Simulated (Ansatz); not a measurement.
System: SnHF, charge 0, singlet. SnHF (SMILES [F][SnH]).
B3LYP-D3(BJ)/def2-TZVP minimum from Ansatz (a program for electronic structure):
```xyz
3

Sn    -0.0970    -0.1732     0.2167
H     -1.0126    -1.0871    -1.0253
F      0.6513     1.0832    -1.0899
```

Property: atomisation energy (electronic, to ground-state atoms), in kJ/mol. UHF or UKS for unpaired electrons; spin-orbit terms are left out. Cores are frozen in correlated methods (noble-gas shells, and filled d and f shells in the p block). Past Kr the def2 sets carry scalar-relativistic core potentials. CBS(X,Y): correlation extrapolated as X^-3, Hartree-Fock from the larger set. A bracket is a step between two methods taken in the basis named. For partners of very few electrons the exact lower level stands in for a higher one. Spin-orbit terms, left out, reach several kcal/mol for Br and I, and more for heavier atoms.

CCSD(T)/CBS(def2-TZVPP,def2-QZVPP) + [CCSDT(Q) - CCSD(T)]/def2-QZVPP + [CCSDTQ - CCSDT(Q)]/def2-SVP (Ansatz) gives 766.0 kJ/mol.

Question: What does PBE/def2-TZVPD (Ansatz) give here, and how do the other levels compare?

Answer: PBE gives 774.6 kJ/mol, 8.6 kJ/mol above it. Differences of the others: B3LYP/def2-TZVPD (Ansatz) -8.4; B2PLYP/def2-TZVPD (Ansatz) -13.4; CCSD(T)/CBS(def2-TZVPP,def2-QZVPP) (Ansatz) 0.0 kJ/mol.
